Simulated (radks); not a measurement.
Spherical quantum dot in the effective-mass picture: electrons in a parabolic well V = omega^2 r^2 / 2 with omega = 0.41, with a point charge +1 (a donor) at the centre, all in effective atomic units (hartree* = m*/eps^2 hartree, bohr* = eps/m* bohr), one dielectric constant everywhere. Calculated with a radial shooting solver with Libxc functionals: non-relativistic Kohn-Sham, PBEsol, spin-polarised, spherical densities. Levels are named by radial order and angular momentum (1s, 1p, 1d, 2s, ...), and open shells are averaged over m. Results are scaled to m* = 0.079 and eps = 13, for which hartree* = 12.72 meV and bohr* = 8.708 nm. Each electron was tried in the lowest free levels, single moves between levels near the top were tried too, and the lowest total energy was kept; such a search can miss a lower state. At N = 1 the Hartree and exchange-correlation terms need not cancel, so that row can carry a self-interaction error.

\begin{tabular}{lrrrrrrr}
N & open shells & 2S & E (meV) & mu = E(N) - E(N-1) (meV) & addition energy mu(N+1) - mu(N) (meV) & e(HOMO) (meV) & rms radius (nm) \\ \hline
1 & 1s(up 1, down 0) & 1 & -3.86396 & -3.8640 & 8.700 & -0.29878 & 11.52 \\
2 & none & 0 & 0.972287 & 4.8363 & 12.27 & 7.6839 & 13.43 \\
3 & 1p(up 1, down 0) & 1 & 18.0787 & 17.106 & 3.809 & 18.980 & 17.20 \\
4 & 1p(up 2, down 0) & 2 & 38.9941 & 20.915 & 3.843 & 22.849 & 19.30 \\
5 & 1p(up 3, down 0) & 3 & 63.7521 & 24.758 & 4.810 & 26.649 & 20.83 \\
6 & 1p(up 3, down 1) & 2 & 93.3198 & 29.568 & 3.289 & 31.191 & 22.18 \\
7 & 1p(up 3, down 2) & 1 & 126.176 & 32.856 & 3.328 & 34.525 & 23.31 \\
8 & none & 0 & 162.360 & 36.184 & 5.180 & 37.835 & 24.32 \\
9 & 2s(up 1, down 0) & 1 & 203.724 & 41.364 & 3.542 & 42.898 & 25.49 \\
10 & none & 0 & 248.630 & 44.906 & 3.814 & 46.426 & 26.53 \\
11 & 1d(up 1, down 0) & 1 & 297.351 & 48.721 & 2.812 & 50.131 & 27.47 \\
12 & 1d(up 2, down 0) & 2 & 348.884 & 51.533 & 2.781 & 52.929 & 28.33 \\
13 & 1d(up 3, down 0) & 3 & 403.197 & 54.314 & 2.745 & 55.692 & 29.11 \\
14 & 1d(up 4, down 0) & 4 & 460.255 & 57.058 & 2.707 & 58.418 & 29.83 \\
15 & 1d(up 5, down 0) & 5 & 520.020 & 59.765 & 3.312 & 61.106 & 30.51 \\
16 & 1d(up 5, down 1) & 4 & 583.097 & 63.077 & 2.551 & 64.355 & 31.17 \\
17 & 1d(up 5, down 2) & 3 & 648.725 & 65.628 & 2.533 & 66.898 & 31.80 \\
18 & 1d(up 5, down 3) & 2 & 716.886 & 68.161 & 2.510 & 69.420 & 32.39 \\
19 & 1d(up 5, down 4) & 1 & 787.557 & 70.671 & 2.484 & 71.917 & 32.95 \\
20 & none & 0 & 860.712 & 73.155 & 4.955 & 74.389 & 33.50 \\
21 & 1f(up 1, down 0) & 1 & 938.822 & 78.110 & 2.323 & 79.274 & 34.09 \\
22 & 1f(up 2, down 0) & 2 & 1019.26 & 80.433 & 2.306 & 81.589 & 34.66 \\
23 & 1f(up 3, down 0) & 3 & 1101.99 & 82.739 & 2.288 & 83.886 & 35.21 \\
24 & 1f(up 4, down 0) & 4 & 1187.02 & 85.026 & 2.269 & 86.164 & 35.73 \\
25 & 1f(up 5, down 0) & 5 & 1274.32 & 87.295 & 2.250 & 88.423 & 36.23 \\
26 & 1f(up 6, down 0) & 6 & 1363.86 & 89.545 & 2.231 & 90.664 & 36.71 \\
27 & 1f(up 7, down 0) & 7 & 1455.64 & 91.776 & 2.760 & 92.885 & 37.17 \\
28 & 1f(up 7, down 1) & 6 & 1550.17 & 94.536 & 2.151 & 95.613 & 37.63 \\
29 & 1f(up 7, down 2) & 5 & 1646.86 & 96.687 & 2.139 & 97.759 & 38.07 \\
30 & 1f(up 7, down 3) & 4 & 1745.69 & 98.826 & 2.127 & 99.892 & 38.50 \\
31 & 1f(up 7, down 4) & 3 & 1846.64 & 100.95 & 2.113 & 102.01 & 38.92 \\
32 & 1f(up 7, down 5) & 2 & 1949.71 & 103.07 & 2.099 & 104.12 & 39.33 \\
33 & 1f(up 7, down 6) & 1 & 2054.87 & 105.17 & 2.085 & 106.21 & 39.72 \\
34 & none & 0 & 2162.12 & 107.25 & 2.518 & 108.29 & 40.11 \\
35 & 2p(up 1, down 0) & 1 & 2271.89 & 109.77 & 2.088 & 110.81 & 40.49 \\
36 & 2p(up 2, down 0) & 2 & 2383.74 & 111.86 & - & 112.90 & 40.86 \\
\end{tabular}

All shells are closed at N = 2, 8, 10, 20, 34 (there: 1s2 1p6 1d10 2s2 1f14); the second difference of the energy has clear peaks (12 % above both neighbours; the first and last values, which can be the largest, are not judged, and half-filled shells can peak too) at N = 2, 5, 8, 15, 20, 27, 34.
